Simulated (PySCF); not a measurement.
**Mg: excitation energy**

Mg [Ne] 3s2 (1S) → Mg [Ne] 3s1 3d1 (3D), as a difference of total energies. All numbers are calculated (PySCF 2.14, no relativity, point nucleus, in aug-cc-pVDZ (5s4p2d, 27 functions)). Correlated levels: valence: [Ne] frozen. The calculations carry no spin-orbit coupling.

| method | excitation energy (eV) |
| --- | --- |
| UHF | 6.158 |
| MP2 (valence) | 6.719 |
| SCS-MP2 (valence) | 6.857 |
| CCSD (valence) | 6.988 |

Errors of the correlated levels include the incompleteness of this basis and the frozen core.

The promoted electron is Rydberg-like, and one or two diffuse shells describe it only roughly, which tends to raise the upper state.

With two correlated electrons CCSD is exact in that space.

Q: Which method comes closest to the reference value, and which is furthest?

A: The reference is 5.946 eV (measured; NIST levels, between the centres of gravity of the two terms). Closest: UHF (error 0.212 eV); furthest: CCSD (valence) (error 1.042 eV).
